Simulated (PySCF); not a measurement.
Unrelated species, one level of theory. The calculation used PySCF, TDDFT PBE0/def2-SVPD, vertical, gas phase, core orbitals frozen in the response. Geometries: GFN2-xTB; one conformer of each isolated species. Triplets are in the Tamm–Dancoff approximation.

Task: Rank by computed lowest singlet excitation energy, lowest first.
A. `CCCCOC`
B. `CSC1=COC(C)=P1`
C. `COC1=CC=CC(S)=C1`
D. `P[SiH2]C/C=C\Cl`

Result: B (4.26 eV), C (4.86 eV), D (5.83 eV), A (6.90 eV).

```tsv
SMILES	S1 (eV)	T1 (eV)	first f ≥ 0.01 (nm)	LUMO (eV)	α (au)	S1 mainly
CSc1coc(C)p1	4.26	3.11	291	-0.87	107.6	H→L (96%)
COc1cccc(S)c1	4.86	3.87	255	-0.41	109.1	H→L (71%)
P[SiH2]C/C=C\Cl	5.83	4.05	213	-0.25	102.7	H→L (61%)
CCCCOC	6.90	6.76	180	0.71	67.8	H→L (93%)
```

H and L stand for HOMO and LUMO.

- `CSc1coc(C)p1`: Löwdin shares by element: HOMO sulfur 42%, carbon 38% or more (atoms not listed hold the other 20%); LUMO carbon 36% or more, phosphorus 32%, oxygen 15% (atoms not listed hold the other 18%).
- `COc1cccc(S)c1`: Löwdin shares by element: HOMO carbon 41% or more, sulfur 36% (atoms not listed hold the other 24%); LUMO carbon 68% or more (atoms not listed hold the other 31%).
- `P[SiH2]C/C=C\Cl`: Löwdin shares by element: HOMO carbon 36% or more, chlorine 24%, phosphorus 14% (atoms not listed hold the other 26%); LUMO carbon 54% or more, silicon 10%, chlorine 9% (atoms not listed hold the other 27%).
- `CCCCOC`: Löwdin shares by element: HOMO oxygen 56%, carbon 26% or more (atoms not listed hold the other 17%); LUMO carbon 35% or more, hydrogen 8% or more (atoms not listed hold the other 57%).
